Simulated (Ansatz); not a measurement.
Molecule: tert-butylsilane, C$_{4}$H$_{12}$Si, net charge 0, singlet state. SMILES: CC(C)(C)[SiH3]
Geometry: optimised at B3LYP-D3(BJ)/def2-TZVP (Ansatz, a quantum-chemistry and plane-wave program).

Parts of the frozen-core correlation energy in 6-31G* (Ansatz, hartree). Frozen orbitals: 9; correlated occupied orbitals by spin: 16 and 16; virtual: 78 and 78. Spin-orbit coupling is left out. Non-relativistic.

```tsv
term	value
reference (HF)	-447.36698
MP2 opposite-spin	[?]
MP2 same-spin	[?]
CCSD correlation	-0.68261
(T)	[?]
T1 diagnostic	0.010
largest doubles amplitude	0.018
```

Q: Complete the blanks.

A: 
- MP2 opposite-spin, value: -0.47456
- MP2 same-spin, value: -0.13869
- (T), value: -0.02030
